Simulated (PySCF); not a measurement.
The vertical singlet excitations below were computed for one of the candidates. The calculation used PySCF 2.14.0, density-fitted response routines, TDDFT CAM-B3LYP/def2-SVPD, vertical, gas phase, core orbitals frozen in the response. Geometries: GFN2-xTB, one conformer each.

| state | E (eV) | f | main configurations (H = HOMO, L = LUMO) |
| --- | --- | --- | --- |
| S1 | 5.77 | 0.0092 | H→L (80%) |
| S2 | 6.30 | 0.0096 | H-1→L+1 (15%), H-1→L (14%), H-1→L+2 (14%) |
| S3 | 6.54 | 0.011 | H→L+1 (64%), H-1→L+2 (8%) |
| S4 | 6.69 | 0.075 | H-1→L+1 (42%), H→L+2 (22%), H→L+3 (11%) |
| S5 | 6.76 | 0.032 | H→L+2 (47%), H-1→L (14%), H→L (9%) |
| S6 | 6.85 | 0.0017 | H→L+3 (36%), H→L+5 (28%) |
| S7 | 6.99 | 0.103 | H→L+4 (26%), H-1→L+2 (16%), H-1→L (13%) |
| S8 | 7.08 | 0.0079 | H→L+5 (34%), H-1→L+2 (12%), H-1→L+1 (11%) |

Orbital energies (eV): HOMO-3 -10.53, HOMO-2 -10.21, HOMO-1 -8.53, HOMO -8.03, LUMO 0.89, LUMO+1 1.33, LUMO+2 1.46.

Task: Which candidate is it? All have the formula C2H12NPSi2.
A. `C[C@H](N[SiH3])[SiH2]P`
B. `CN(C)[Si@@H]([SiH3])P`
C. `C[SiH2]N[Si@H](C)P`
D. `C[Si@H](P)C[SiH2]N`

Result: A. Its S1 lies at 5.77 eV; the nearest of the others has S1 at 5.36 eV. S1 is HOMO→LUMO (80%). Löwdin shares by element: HOMO nitrogen 41%, silicon 16%, carbon 14% or more (atoms not listed hold the other 28%); LUMO silicon 34%, carbon 9% or more, hydrogen 8% or more (atoms not listed hold the other 49%). At the same level the other candidates give, for their lowest levels:
- `C[Si@H](P)C[SiH2]N`: 6.39 eV (f 0.017); 6.58 eV (f 0.010); 6.66 eV (f 0.018); 7.08 eV (f 0.342); 7.28 eV (f 0.009); T1 5.68 eV; HOMO -8.44, LUMO 1.01 eV
- `CN(C)[Si@@H]([SiH3])P`: 5.36 eV (f 0.006); 5.80 eV (f 0.016); 6.20 eV (f 0.019); 6.38 eV (f 0.189); 6.48 eV (f 0.005); T1 5.10 eV; HOMO -7.73, LUMO 0.79 eV
- `C[SiH2]N[Si@H](C)P`: 6.34 eV (f 0.011); 6.48 eV (f 0.009); 6.76 eV (f 0.039); 6.93 eV (f 0.002); 7.24 eV (f 0.309); T1 5.65 eV; HOMO -8.50, LUMO 1.05 eV

The values belong to the conformer `[CH3:1][C@H:2]([NH:3][SiH3:4])[SiH2:5][PH2:6]`: C1–C2–N3–Si4 89°, C1–C2–Si5–P6 175°, H–P6–Si5–C2 65°, H–P6–Si5–C2 -27°.
Triplets come from the Tamm–Dancoff approximation.
